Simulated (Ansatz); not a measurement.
The pair A = H2O (SMILES O) (first 3 atoms), B = CH4S (SMILES CS); geometry from B3LYP-D3(BJ)/def2-TZVP.
(charge 0, multiplicity 1):
```
atom    x (Å)    y (Å)    z (Å)
----  -------  -------  -------
O     -0.0310   0.4826   0.0375
H     -0.7544   0.0981  -0.4692
H      0.7752   0.2062  -0.4116
C     -0.2954   0.8405   4.2021
S     -0.1358  -0.7654   3.3536
H     -1.2028   1.3578   3.8969
H     -0.3542   0.6254   5.2677
H      0.5724   1.4704   4.0176
H     -0.0829  -0.2784   2.0994
```

Frozen-core correlation. MP2 and its Hartree–Fock in aug-cc-pV(Q+d)Z, aug-cc-pV(T+d)Z are density fitted.

Run with Ansatz (Gaussian basis) for Hartree–Fock, density functionals and correlated methods. Values without a source in brackets are computed.

The counterpoise-corrected interaction energy is E(AB) − E(A in the pair's basis) − E(B in the pair's basis). Total energies (hartree):

| level | AB | A in the pair's basis | B in the pair's basis |
|---|---|---|---|
| HF/aug-cc-pV(T+d)Z | -513.8207362 | -76.0602504 | -437.7595396 |
| MP2/aug-cc-pV(T+d)Z | -514.4632665 | -76.3292478 | -438.1304423 |
| HF/aug-cc-pV(Q+d)Z | -513.8316999 | -76.0655576 | -437.7651854 |
| MP2/aug-cc-pV(Q+d)Z | -514.5144809 | -76.3519293 | -438.1587908 |
| MP2/aug-cc-pV(D+d)Z | -514.3034331 | -76.2616143 | -438.0385583 |
| CCSD(T)/aug-cc-pV(D+d)Z | -514.3634326 | -76.2746841 | -438.0857906 |

Work out the counterpoise-corrected interaction energy at the basis-set limit: extrapolate the MP2 correlation part as X⁻³, take Hartree–Fock from the larger set, and add the CCSD(T) − MP2 difference of aug-cc-pV(D+d)Z.


1. Differences (1 hartree = 627.509 kcal/mol): HF/aug-cc-pV(T+d)Z -0.594; MP2/aug-cc-pV(T+d)Z -2.244; HF/aug-cc-pV(Q+d)Z -0.600; MP2/aug-cc-pV(Q+d)Z -2.360; MP2/aug-cc-pV(D+d)Z -2.046; CCSD(T)/aug-cc-pV(D+d)Z -1.856.
2. Correlation parts, MP2 less HF: -1.650 in aug-cc-pV(T+d)Z (X = 3), -1.760 in aug-cc-pV(Q+d)Z (X = 4).
3. Limit (4³·(-1.760) − 3³·(-1.650))/(4³ − 3³) = -1.839; with HF/aug-cc-pV(Q+d)Z it gives -2.440.
4. CCSD(T) less MP2 in aug-cc-pV(D+d)Z: 0.190.
Result: -2.25 kcal/mol, against -2.24 at MP2/aug-cc-pV(T+d)Z. It is an estimate of this method's limit, not of the exact value.

Ansatz is a program for electronic structure.
